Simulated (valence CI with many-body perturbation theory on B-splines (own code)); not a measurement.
**E1 line list for N II**

Calculated by configuration interaction combined with many-body perturbation theory (CI+MBPT): four valence electrons over a frozen Dirac-Fock core [He], radial functions for each j: 11 s, 11 p, 10 d, 8 f, 5 g, 2 h, with the one-electron correlation potential Σ1, the two-electron term Σ2, the three-electron term Σ3, Breit, model QED; selected CI, second order for the rest, scaled by the run's own slope (own B-spline code, finite nucleus).

Set against measurement, 39 paired levels are off by 76 cm⁻¹ on average, the worst by 300. These come from a selection out of the NIST Handbook of Basic Atomic Spectroscopic Data. Levels without a partner in it may be off by more. Among the levels kept, up to 1700 cm⁻¹ of a level comes from second order outside the variational space, and about a tenth of that is noise between levels of different J, which matters for small intervals.

Lines 151 to 200 of 505 in falling wavelength, among levels below 229464 cm⁻¹, chosen from the strongest by gf and those to the six lowest levels. Wavelengths and rates use the calculated energies, so an error of 80 cm⁻¹ moves a line at 1852 nm by 1.5 % and its rate by three times that or more. Electric multipoles are in the length gauge, E1 and E2 with the static RPA response of the core. Weak lines are less certain than strong ones. Lines between different terms over intervals too small for the method are left out, as are lines whose strength nearly cancels. Where a level lies close to another of its J and parity, the split of strength between their lines is uncertain. The highest levels of a list are the least certain.

Names give the largest LS component (configuration and term), which can be under half, so a name can repeat, a term be missing and a line seem to break the LS rules; names also repeat where a configuration has a term twice. Letters in brackets count levels of one name in rising energy.

```csv
λ vac (nm),Upper,Lower,A (s⁻¹),S (a.u.)
1852,2s2 2p 6g 3H°_4 [b],2s2 2p 5f 3G_3,1.39e+07,3.92e+02
1851,2s2 2p 6g 3G°_5 [a],2s2 2p 5f 3F_4,1.55e+07,5.35e+02
1850,2s2 2p 6g 3G°_5 [b],2s2 2p 5f 3G_4,1.41e+07,4.86e+02
1848,2s2 2p 6g 3F°_4 [a],2s2 2p 5f 1F_3,1.50e+07,4.21e+02
1847,2s2 2p 6g 3G°_3 [a],2s2 2p 5f 3F_2,1.44e+07,3.14e+02
1843,2s2 2p 6g 3G°_3 [b],2s2 2p 5f 3G_3,1.75e+06,3.78e+01
1842,2s2 2p 6g 3F°_4 [b],2s2 2p 5f 3G_4,1.69e+06,4.69e+01
1835,2s2 2p 6f 1D_2,2s2 2p 5d 1P°_1,3.46e+06,5.27e+01
1828,2s2 2p 6f 3F_4 [b],2s2 2p 5d 1F°_3,1.94e+06,5.28e+01
1820,2s2 2p 6f 3D_2,2s2 2p 5d 1P°_1,5.39e+06,8.01e+01
1810,2s2 2p 6f 1G_4,2s2 2p 5d 1F°_3,7.51e+06,1.98e+02
1799,2s2 2p 6g 3H°_4 [b],2s2 2p 5f 3F_3,1.39e+06,3.59e+01
1798,2s2 2p 6g 3G°_5 [b],2s2 2p 5f 3F_4,1.58e+06,4.98e+01
1790,2s2 2p 6g 3F°_4 [b],2s2 2p 5f 1F_3,1.25e+06,3.19e+01
1790,2s2 2p 6s 3P°_1,2s2 2p 5p 3D_2,7.94e+06,6.74e+01
1789,2s2 2p 6s 3P°_0,2s2 2p 5p 3D_1,1.05e+07,2.97e+01
1759,2s2 2p 6s 3P°_2,2s2 2p 5p 3D_3,8.94e+06,1.20e+02
1734,2s2 2p 6f 3F_4 [a],2s2 2p 5d 3D°_3,3.09e+06,7.16e+01
1730,2s2 2p 4d 1F°_3,2s2 2p 4p 1D_2,1.40e+07,2.51e+02
1729,2s2 2p 6f 3D_3,2s2 2p 5d 3P°_2,7.44e+06,1.33e+02
1726,2s2 2p 6f 1D_2,2s2 2p 5d 3P°_1,3.48e+06,4.42e+01
1721,2s2 2p 6f 1F_3,2s2 2p 5d 3D°_2,2.83e+06,4.98e+01
1719,2s2 2p 6f 3G_3 [a],2s2 2p 5d 3D°_2,1.96e+06,3.43e+01
1716,2s2 2p 6f 3D_1,2s2 2p 5d 3P°_1,4.37e+06,3.27e+01
1713,2s2 2p 6f 3D_2,2s2 2p 5d 3P°_1,2.58e+06,3.20e+01
1712,2s2 2p 6f 3D_1,2s2 2p 5d 3P°_0,5.02e+06,3.73e+01
1699,2s2 2p 6f 3F_2,2s2 2p 5d 3D°_1,7.86e+06,9.51e+01
1689,2s2 2p 6f 3F_4 [b],2s2 2p 5d 3D°_3,5.60e+06,1.20e+02
1675,2s2 2p 6f 3G_3 [b],2s2 2p 5d 3D°_2,3.96e+06,6.43e+01
1672,2s2 2p 6f 3D_3,2s2 2p 5d 3D°_3,2.05e+06,3.32e+01
1671,2s2 2p 6f 1F_3,2s2 2p 5d 1D°_2,5.58e+06,9.01e+01
1648,2p4 3P_2,2s2 2p 5s 3P°_2,2.18e+06,2.40e+01
1645,2s2 2p 6f 3F_4 [a],2s2 2p 5d 3F°_3,5.45e+06,1.08e+02
1629,2s2 2p 4p 3D_1,2s2 2p 4s 3P°_1,3.32e+06,2.12e+01
1629,2s2 2p 6f 3G_3 [b],2s2 2p 5d 1D°_2,2.82e+06,4.21e+01
1626,2s2 2p 4p 3D_3,2s2 2p 4s 3P°_2,9.75e+06,1.45e+02
1623,2s2 2p 6f 3F_4 [b],2s2 2p 5d 3F°_4,1.31e+06,2.48e+01
1623,2s2 2p 6f 3G_3 [a],2s2 2p 5d 3F°_2,7.17e+06,1.06e+02
1613,2s2 2p 6f 3G_5,2s2 2p 5d 3F°_4,9.01e+06,2.05e+02
1607,2s2 2p 4p 3D_1,2s2 2p 4s 3P°_0,6.30e+06,3.87e+01
1606,2s2 2p 4p 3D_2,2s2 2p 4s 3P°_1,8.44e+06,8.63e+01
1605,2s2 2p 6s 1P°_1,2s2 2p 5p 1P_1,5.98e+06,3.66e+01
1605,2s2 2p 6f 3F_4 [b],2s2 2p 5d 3F°_3,1.17e+06,2.14e+01
1591,2s2 2p 6f 1G_4,2s2 2p 5d 3F°_3,2.21e+06,3.96e+01
1529,2s2 2p 4p 3P_0,2s2 2p 4s 3P°_1,1.16e+07,2.05e+01
1526,2s2 2p 4p 3P_2,2s2 2p 4s 3P°_2,9.78e+06,8.58e+01
1516,2s2 2p 4p 3P_1,2s2 2p 4s 3P°_1,4.67e+06,2.41e+01
1494,2s2 2p 5p 3S_1,2s2 2p 4d 3P°_1,5.15e+06,2.55e+01
1493,2s2 2p 5p 3S_1,2s2 2p 4d 3P°_2,9.30e+06,4.58e+01
1469,2s2 2p 4p 3S_1,2s2 2p 4s 3P°_2,8.05e+06,3.78e+01
```
